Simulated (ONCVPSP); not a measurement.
# Scattering properties, ONCV potential for Br

Br, optimised norm-conserving Vanderbilt (ONCV), made with ONCVPSP 4.0.1 (PBE, scalar-relativistic). Core [Ar] 3d10, reference 4s2 4p5. Waves: 4s: rc 1.25 bohr, ncon 3, nbas 6, qcut 4.5 1/bohr, 2 projectors, debl 2.1 Ha; 4p: rc 1.80 bohr, ncon 5, nbas 8, qcut 5.4 1/bohr, 1 projector; d scattering state at 0.32 Ha: rc 1.50 bohr, ncon 4, nbas 9, qcut 7.6 1/bohr, 2 projectors, debl 1.3 Ha. Local part: polynomial inside 0.90 bohr (lpopt 3, dvloc0 2 Ha). Core correction: none.

The phase is arctan(r·R′/R) of the radial function R(r), unwrapped; energies in Ha, scanned from -2 to 5 Ha. A pole is an energy at which the radial function vanishes at the test radius. The pseudo phase is shifted by a multiple of π to meet the all-electron one at the reference energy, and phase errors are pseudo minus all-electron; the curves can meet again beyond the range given. Levels narrower than the energy grid can be missing from the lists of poles. n/a: not evaluated, since a narrow level or a reset projector energy made the automatic matching unsafe.

Question: For each channel, where are the poles, and over which energies does the pseudopotential scatter like the atom?

Answer:

```
channel  radius (bohr)  reference energy (Ha)  poles, all-electron  poles, pseudo  unbroken range about the reference energy with phases within 0.05 rad  phase error 1 Ha above the reference energy (rad)
      s           1.27                  -0.74                 none           none                                                                    n/a                                                n/a
      p           1.83                  -0.29                 1.53     1.32, 4.01                                                              below 1.6                                             -0.011
      d           1.52                   0.32                 none          -1.37                                                             above -1.0                                             +0.000
```

Note: ghosts flagged at negative energy: d at -38.3 eV; GHOST(+) flagged for s at 70.4 eV. A true bound ghost makes a file unfit for plane-wave use.

Phases in the p channel:

```
E (Ha)  all-electron  pseudo
 -1.98         1.040   1.033
 -1.80         0.978   0.970
 -1.62         0.896   0.887
 -1.44         0.784   0.774
 -1.26         0.629   0.618
 -1.08         0.409   0.397
 -0.90         0.110   0.100
 -0.72        -0.243  -0.249
 -0.54        -0.577  -0.579
 -0.36        -0.837  -0.837
 -0.18        -1.023  -1.023
  0.00        -1.156  -1.157
  0.18        -1.253  -1.256
  0.36        -1.326  -1.331
  0.54        -1.383  -1.391
  0.72        -1.430  -1.441
  0.90        -1.469  -1.484
  1.08        -1.502  -1.522
  1.26        -1.532  -1.558
  1.44        -1.558  -1.594
  1.62        -1.583  -1.632
  1.80        -1.607  -1.675
  1.98        -1.629  -1.730
  2.16        -1.652  -1.808
  2.34        -1.675  -1.946
  2.52        -1.700  -2.282
  2.70        -1.725  -3.297
  2.88        -1.754  -4.140
  3.06        -1.786  -4.407
  3.24        -1.824  -4.525
  3.42        -1.869  -4.593
  3.60        -1.926  -4.639
  3.78        -2.000  -4.675
  3.96        -2.100  -4.704
  4.14        -2.244  -4.730
  4.32        -2.458  -4.754
  4.50        -2.775  -4.777
  4.68        -3.185  -4.800
  4.86        -3.582  -4.824
```
